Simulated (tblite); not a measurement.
Species: C6H10F2Si.
Z-matrix (Å and degrees, GFN2-xTB geometry), rows numbered from 1:
```
F 
C   1  1.3463
C   2  1.3259  1  120.83
F   3  1.3545  2  116.60  1   179.95
C   3  1.4826  2  128.31  1     1.44
Si  5  1.9260  3  109.84  2   110.93
C   5  1.5154  3  110.66  2  -126.70
C   7  1.4965  5  119.43  3   155.65
C   7  1.4994  5  119.66  3    85.41
H   2  1.0779  1  113.41  3  -179.90
H   5  1.0926  3  107.27  2    -7.77
H   6  1.4616  5  106.92  3  -179.76
H   6  1.4622  5  107.76  3   -59.68
H   6  1.4605  5  108.46  3    60.57
H   7  1.0833  5  113.57  3   -59.37
H   8  1.0797  7  117.97  9   107.87
H   8  1.0792  7  118.69  9  -108.23
H   9  1.0795  7  118.61  8   108.24
H   9  1.0799  7  117.98  8  -107.87
```

Computed values, GFN2-xTB/tblite, gas phase, harmonic and unscaled. Against measured fundamentals such values can be off by several per cent, at times by over 20. Modes of hydrogen on silicon can be 10 to 20 % off. One conformer, not necessarily the lowest.

Harmonic wavenumbers (cm⁻¹): 30.0, 59.3, 106.4, 128.0, 134.6, 141.7, 241.9, 295.4, 319.4, 357.8, 462.3, 521.6, 537.6, 557.9, 562.6, 728.2, 757.2, 763.7, 774.5, 782.0, 804.9, 848.7, 900.0, 918.4, 990.5, 1011.7, 1071.5, 1076.4, 1104.7, 1107.6, 1127.8, 1150.9, 1157.5, 1191.8, 1245.4, 1261.3, 1275.5, 1392.7, 1441.4, 1491.2, 1729.2, 2284.7, 2290.9, 2302.9, 2966.2, 3047.7, 3087.5, 3087.9, 3090.9, 3107.0, 3108.8.

A = 1456, B = 1025, C = 827.1 MHz; mass 148.052 u (most abundant isotopes); point group C1, symmetry number 1.

**Question.** What is the zero-point energy?

**Answer.** ½Σν̃ = 30468 cm⁻¹ = 87.11 kcal/mol.

**Question.** Give the ideal-gas entropy at 298.15 K and 1 bar in the rigid-rotor, harmonic-oscillator model (classical rotation).

**Answer.** Translation 40.91, rotation 29.94, vibration 33.59: S = 104.4 cal/(mol K).

**Question.** And Cp and H(298.15 K) − H(0)?

**Answer.** Cp = 41.65 cal/(mol K), of which vibrations give 33.70 (their classical limit is 51 R = 101.3); H(298.15 K) − H(0) = 7.48 kcal/mol without the zero-point energy, 5.11 from vibrations.

**Question.** Blend soft modes into free rotors: weight 1/[1 + (100 cm⁻¹/ν̃)⁴] for the oscillator and the rest for a rotor with moment μB/(μ + B), μ = h/(8π²ν), B = 10⁻⁴⁴ kg m². What vibrational entropy results?

**Answer.** 30.39 cal/(mol K) in place of 33.59, which changes −T·S at 298.15 K by +0.95 kcal/mol.

**Question.** What must be added to the electronic energy to get the Gibbs energy at 298.15 K and 1 bar?

**Answer.** ZPE + [H(298.15 K) − H(0)] − T·S = 87.11 + 7.48 − 31.14 = 63.45 kcal/mol.

**Question.** How do the functions run with temperature in this model?

**Answer.** 
| T (K) | S (cal/(mol K)) | Cp (cal/(mol K)) | H − H(0) (kcal/mol) | G − H(0) (kcal/mol) | ln q(vib) |
| --- | --- | --- | --- | --- | --- |
| 100 | 73.1 | 20.2 | 1.41 | -5.90 | 2.38 |
| 200 | 90.2 | 30.5 | 3.94 | -14.10 | 5.41 |
| 300 | 104.7 | 41.9 | 7.56 | -23.85 | 8.33 |
| 500 | 130.9 | 61.0 | 17.96 | -47.47 | 14.05 |
| 800 | 163.6 | 78.1 | 39.09 | -91.83 | 22.16 |
| 1000 | 181.9 | 85.3 | 55.46 | -126.42 | 27.12 |

q(vib) and H(0) count from the zero-point level.

**Question.** Which modes carry the vibrational entropy at 298.15 K?

**Answer.** 30.0 cm⁻¹: 5.83; 59.3 cm⁻¹: 4.48; 106.4 cm⁻¹: 3.33; 128.0 cm⁻¹: 2.98; 134.6 cm⁻¹: 2.88; 141.7 cm⁻¹: 2.78 cal/(mol K); the other 45 give 11.31 together.

Hindered rotation and anharmonicity are outside this model. Other conformers, if any are populated, would add a mixing term that is left out. The structure is chiral; the term R ln 2 for an equal mix with its mirror image is left out.

The run took 0.66 s on Arm Neoverse V2, one thread, no GPU, shared host with 192 logical CPUs at a one-minute load of 57. The figure is for the frequency step alone.
